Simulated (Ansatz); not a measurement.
Calculated with Ansatz (gas phase, PBE0-D4/def2-TZVP geometries, no zero-point term in ΔE). CBS: MP2 limit from def2 TZ/QZ plus the TZ coupled-cluster correction, frozen cores. This one scheme is used for every species. DFT in def2-TZVPP. One conformer a species, not always the lowest.

Consider the ligand exchange at the Al–C bond: `[CH3][AlH][C](=N)Cl` + `[NH2][AlH2]` → `[CH3][AlH][NH][AlH2]` + `N=CCl`.

`[CH3][AlH][C](=N)Cl`:

```xyz
10

C    -0.637   -0.245    1.733
Al   -0.419   -0.508   -0.173
C     0.844    0.610   -1.226
N     1.105    0.574   -2.454
Cl    1.717    1.829   -0.267
H    -1.385   -0.907    2.174
H    -0.924    0.790    1.946
H     0.314   -0.409    2.250
H    -1.168   -1.579   -1.076
H     0.554   -0.155   -2.909
```

`[NH2][AlH2]`:

Z-matrix (Å, degrees):
```
N
Al 1 1.766
H 1 1.007 2 124.9
H 1 1.007 2 124.9 3 180.0
H 2 1.583 1 117.9 3 -180.0
H 2 1.583 1 117.9 3 0.0
```

`[CH3][AlH][NH][AlH2]`:

Cartesian coordinates in Å:
```
C -0.195 0.542 -1.813
Al 1.010 -0.390 -0.601
N 0.582 -0.582 1.128
Al -0.848 -0.046 2.047
H 0.302 1.405 -2.268
H -0.497 -0.110 -2.640
H -1.102 0.899 -1.319
H 2.395 -1.009 -1.075
H 1.275 -1.081 1.676
H -1.982 0.740 1.269
H -0.940 -0.370 3.597
```

`N=CCl`:

Cartesian coordinates in Å:
```
N -0.756 0.347 -0.540
C 0.142 -0.144 0.174
Cl -0.198 -1.440 1.267
H -0.381 1.096 -1.120
H 1.194 0.140 0.218
```

```csv
species,LDA (SPW92) energy (Eh)
`[CH3][AlH][C](=N)Cl`,-832.93089
`[NH2][AlH2]`,-298.09776
`[CH3][AlH][NH][AlH2]`,-579.06381
`N=CCl`,-551.99650
```

Question: Work out ΔE.

Answer: ΔE = (-579.06381) + (-551.99650) − (-832.93089) − (-298.09776) = -0.03166 Eh = -83.1 kJ/mol. CCSD(T)/CBS gives -85.8 kJ/mol.

Question: What do rigid-rotor, harmonic-oscillator terms from PBE0-D4/def2-TZVP frequencies (298.15 K, 1 bar) make of the CCSD(T)/CBS value? (Best estimate.)

Answer: Computed: ΔZPE = +3.1 kJ/mol, ΔH = -84.5 kJ/mol, ΔS = -7 J/(mol·K), ΔG = -82.4 kJ/mol. Modes under 50 cm⁻¹ make the entropy rough.

Largest T1 diagnostic among the species: 0.012.

From BLYP to BHLYP (50 % exact exchange), in def2-TZVPP and without D4, ΔE moves by −9.2 kJ/mol. Leaving LDA and LC-ωPBE aside and taking each functional with its dispersion term where it has one, the values, not all of them listed here, spread over 11.2 kJ/mol, from BHLYP-D4 to revPBE-D4. LDA lies −3.7 kJ/mol from PBE without D4. At CCSD(T), def2-SVP lies −9.5 kJ/mol from the extrapolated value and def2-TZVPP −3.6 kJ/mol.
